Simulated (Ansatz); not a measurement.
Program: Ansatz. Geometries: PBE0-D4/def2-TZVP. ΔE: electronic, gas phase. CCSD(T)/CBS is the MP2 limit (def2-TZVPP, def2-QZVPP) plus CCSD(T) − MP2 in def2-TZVPP, frozen cores. This one scheme is used for every species. Functionals use def2-TZVPP. B3LYP here is the variant with VWN-RPA as its local correlation; programs differ in this. One conformer a species, not always the lowest.

Consider the ligand exchange at the Si–S bond: `O[SiH](F)[SiH2]S` + H–F → `O[SiH](F)[SiH2]F` + H₂S.

| level | ΔE (kcal/mol) |
| --- | --- |
| r2SCAN | -13.7 |
| B3LYP | -17.1 |
| SCS-MP2/def2-TZVPP | -15.1 |
| MP2/def2-QZVPP | -12.5 |

Problem. What does CCSD(T)/CBS give? (An estimate is asked.)

Solution. Ansatz gave: -13.1 kcal/mol. The listed levels differ from it by -0.6, -4.0, -2.0, 0.6 kcal/mol.

Largest T1 diagnostic among the species: 0.013.

The D4 term adds +2.6 kcal/mol with B3LYP and +1.4 kcal/mol with PBE0; it sums over pairs of atoms, weighted by their polarisabilities, and B3LYP, whose exchange is more repulsive, gets the larger term. In def2-TZVPP, CCSD(T) changes the Hartree–Fock value by +6.7 kcal/mol (the triples alone add +1.2 kcal/mol) and MP2 by +7.9 kcal/mol.
